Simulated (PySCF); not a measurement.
**Relaxation of quartet CoN2**

Level of theory: UPBE0/[Co def2-TZVP, N def2-TZVP], no relativity, density fitting, PySCF. A (50,194) grid was used.

A hand-made side-on start, of C2v symmetry, held to at least that symmetry:

Coordinates in bohr (charge 0 multiplicity 4):
```
Co    0.0000    0.0000   -1.0694
N     1.1338    0.0000    2.2504
N    -1.1338    0.0000    2.2504
```

Problem. What forces act on the atoms at the start (eV/Å)?

Solution. 
```json
{"atom": "Co1", "Fx": "0.00", "Fy": "0.00", "Fz": "-2.93"}
{"atom": "N2", "Fx": "-5.48", "Fy": "0.00", "Fz": "1.47"}
{"atom": "N3", "Fx": "5.48", "Fy": "0.00", "Fz": "1.47"}
```

Problem. What does it relax to?

Solution. It ends at C2v with Co–N 2.295 Å (×2), N–N 1.106 Å; Co–N–N 76.1° (×2), N–Co–N 27.9° (after a last refinement on a finer grid). A frequency run shows 1 imaginary mode, down to 140i cm⁻¹, so it is a saddle point. Other isomers or separated fragments may lie lower.

Problem. How much energy is released, and in how many steps?

Solution. 62.2 kJ/mol in 9 steps.

Open d and f shells are described by one determinant, and the ground state may have another occupation or spin.
